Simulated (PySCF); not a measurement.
CH₆N, SMILES C[NH3+], charge +1. The structure is a stationary point at PBE0-D3(BJ)/def2-TZVP. The isomer is the one that the SMILES or the coordinates give; other isomers of the formula were not compared.

Computed equilibrium geometry at PBE0-D3(BJ)/def2-TZVP (PySCF confirms it by a frequency run) as bond lengths and angles, and its point group:
point group C3v.
Atoms: C1 N2 H3 H4 H5 H6 H7 H8. Bond lengths (Å): C1–N2 1.497, C1–H3 1.087, C1–H4 1.087, C1–H5 1.087, N2–H6 1.023, N2–H7 1.023, N2–H8 1.023. Bond angles (°): N2–C1–H3 108.5, N2–C1–H4 108.5, N2–C1–H5 108.5, H3–C1–H4 110.4, H3–C1–H5 110.4, H4–C1–H5 110.4, C1–N2–H6 111.4, C1–N2–H7 111.4, C1–N2–H8 111.4, H6–N2–H7 107.4, H6–N2–H8 107.4, H7–N2–H8 107.4.
Charge +1, spin multiplicity 1.
